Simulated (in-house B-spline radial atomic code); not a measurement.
The numbers below are computed, except where a source is named.
**Softness against transferability: the 4s channel of Zr**

Zr, [Kr] 4d2 5s2, non-relativistic PBE, spherical and spin-unpolarised, from an all-electron radial atomic-structure program (B-spline basis) (atomic units). The all-electron 4s level is ε = -1.919207 hartree, its outermost node lies just inside 0.57 bohr and its outer maximum at 1.11 bohr.

Troullier-Martins pseudo-orbitals are made for several radii. The cutoffs (hartree) are the plane-wave energies beyond which the orbital holds less than the named kinetic energy per electron. The phase error is the difference, pseudo minus all-electron, of arctan(R P'/P) at R = 1.86 bohr for all radii, half a hartree below and above the level.

| r_c (bohr) | V_l(0) (hartree) | cutoff for 10 mEh | for 1 mEh | for 0.1 mEh | phase error at ε − 0.5 (mrad) | at ε + 0.5 (mrad) |
| --- | --- | --- | --- | --- | --- | --- |
| 0.83 | -29.47 | 66.8 | 233 | 416 | -10.4 | -4.2 |
| 0.97 | -4.83 | 38 | 84 | 183 | -3.7 | -1.1 |
| 1.11 | 4.48 | 27.4 | 41.6 | 75.9 | -2.5 | -0.7 |
| 1.26 | 4.43 | 26.5 | 40.5 | 72.5 | -2.6 | -0.7 |
| 1.4 | 2.14 | 22.6 | 36.3 | 63.6 | -4.4 | -1.2 |
| 1.56 | 0.11 | 13.3 | 30.4 | 52 | -9.5 | -2.6 |

Problem. Which radius needs the lowest cutoff for 0.1 mEh while both phase errors stay within 4.5 mrad?

Solution. The radii within that limit are 0.97, 1.11, 1.26, 1.4 bohr; of these r_c = 1.4 needs the least, 63.6 hartree, that is 127 Ry or 1731 eV.

Problem. What does the larger radius buy, and what does it cost?

Solution. From r_c = 0.83 to 1.56 bohr the cutoff for 1 mEh goes from 233 to 30.4 hartree, a factor of 7.66, against 3.53 for a pure 1/r_c² scaling, end to end; step by step it is 233, 84, 41.6, 40.5, 36.3, 30.4, and for 0.1 mEh 416, 183, 75.9, 72.5, 63.6, 52; the number of plane waves goes as the cutoff to the power 3/2, here a factor of 21.2. The larger of the two phase errors is least at r_c = 1.11 bohr, 2.5 mrad; it is 10.4 at the smallest radius and 9.5 at the largest. These errors test the reference atom alone. The smallest radius lies well inside the outer maximum, where the nodeless form must bend sharply to keep the norm, so it is both harder and scatters less well than the next. Large radii also let the cores of neighbours overlap, which an atom doesn't show.
